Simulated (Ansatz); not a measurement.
`C[CH2][AlH][CH2]C`, charge 0, multiplicity 1.

Q: Give a relaxed structure at PBE0-D4/def2-TZVP (the Gaussian-basis code of Ansatz). (Estimate.)

A: Computed: 
Z-matrix (Å, degrees):
```
C
C 1 1.527
H 1 1.093 2 111.7
H 1 1.093 2 111.8 3 -119.5
H 1 1.095 2 112.2 3 120.2
Al 2 1.964 1 119.5 3 60.1
H 2 1.099 1 110.2 3 -63.4
H 2 1.100 1 110.0 3 -177.0
C 6 1.964 2 126.1 1 4.7
H 6 1.598 2 116.9 1 -175.4
C 9 1.527 6 119.5 2 4.5
H 9 1.100 6 106.0 2 -120.4
H 9 1.099 6 106.3 2 129.8
H 11 1.093 9 111.7 6 60.1
H 11 1.095 9 112.2 6 -179.7
H 11 1.093 9 111.8 6 -59.4
```
Point group C2.
This is one stationary point; other conformers may exist.
